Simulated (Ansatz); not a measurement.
The cluster TiF3. Charge 0, multiplicity 2. Geometry relaxed at PBE0-D4/def2-TZVP.

```xyz
4

Ti   -0.003   -0.004   -0.001
F     0.223   -0.531    1.673
F     1.138   -0.518   -1.251
F    -1.358    1.053   -0.421
```

The structure comes from a short search, and lower isomers may exist.

Problem. Estimate the harmonic wavenumbers at UKS PBE0-D4/def2-TZVP (Ansatz, unscaled). Is this a minimum?

Solution. 105, 178, 178, 663, 773, 773 cm⁻¹. Yes, no mode is imaginary beyond noise. Zero-point energy 16.0 kJ/mol. Hardware: 2 threads of Intel Xeon Platinum 8488C on a shared host. Wall time 68 s.
